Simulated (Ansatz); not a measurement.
Cartesian coordinates in Å:
```
F 0.396 2.694 1.660
C 0.777 1.492 2.083
F 2.086 1.520 2.303
F 0.156 1.234 3.228
C 0.450 0.393 1.059
C -0.172 0.736 -0.134
C -0.491 -0.218 -1.091
C -1.182 0.220 -2.393
F -0.424 -0.110 -3.432
F -1.391 1.533 -2.425
F -2.353 -0.395 -2.505
O -0.283 -1.460 -1.041
Ga 0.553 -2.346 0.425
F 2.099 -2.951 -0.080
F -0.611 -3.357 1.221
O 0.804 -0.755 1.443
H -0.414 1.769 -0.321
```

Charge 0, multiplicity 1.

Q: List the PBE/def2-TZVPP orbital energies in eV (Ansatz 0.2.0). (An estimate is asked.)

A: Computed: Occupied: -10094.67, -1234.40, -1094.11, -1094.05, -1094.02, -662.01, -662.01, -661.90, -661.90, -661.90, -661.90, -659.21, -659.21, -512.69, -512.69, -276.49, -276.49, -273.32, -273.32, -270.71, -144.53, -99.08, -98.96, -98.88, -34.22, -34.21, -31.81, -31.81, -31.75, -31.75, -28.74, -28.52, -28.41, -28.28, -21.61, -21.34, -21.09, -21.06, -20.88, -20.86, -19.76, -18.90, -17.29, -16.73, -15.81, -15.69, -15.67, -15.66, -15.17, -14.51, -14.04, -13.15, -12.66, -12.27, -12.10, -12.07, -12.05, -11.70, -11.38, -11.25, -11.20, -11.00, -10.84, -10.79, -10.77, -10.51, -10.51, -10.26, -9.74, -9.40, -9.07, -9.00, -9.00, -8.31, -7.96. Lowest empty: -4.67, -1.81, -1.29, 0.47, 0.49, 1.09, 1.35, 1.36.
